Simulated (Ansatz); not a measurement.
Basis-set extrapolation for H5O2Si2, SMILES `O[SiH](O)[SiH2]` radical (PBE0-D4/def2-TZVP geometry, frozen core, Ansatz 0.2.0). Multiplicity 2, UHF reference.

```json
{"": "HF", "def2-TZVPP": "-730.658206", "def2-QZVPP": "-730.683855"}
{"": "MP2 correlation", "def2-TZVPP": "-0.706133", "def2-QZVPP": "-0.763590"}
{"": "CCSD(T) correlation", "def2-TZVPP": "-0.768963", "def2-QZVPP": "not run"}
```

Energies in hartree. Use E(X) = E(∞) + A·exp(−7.88·√X) for Hartree–Fock and E(X) = E(∞) + B·X^(−2.97) for correlation, with X = 3 and 4, and add CCSD(T) minus MP2 of the smaller set to the MP2 limit.

Problem. What is the CCSD(T) energy at the basis-set limit?

Solution. HF limit: -730.683855 + (-0.025649) × 0.13774 = -730.68739. MP2 limit: -0.763590 + (-0.057457) × 0.74074 = -0.80615. Higher-order term: -0.768963 − (-0.706133) = -0.06283. Total: -731.55637 hartree, 339.2 kJ/mol below CCSD(T)/def2-TZVPP.
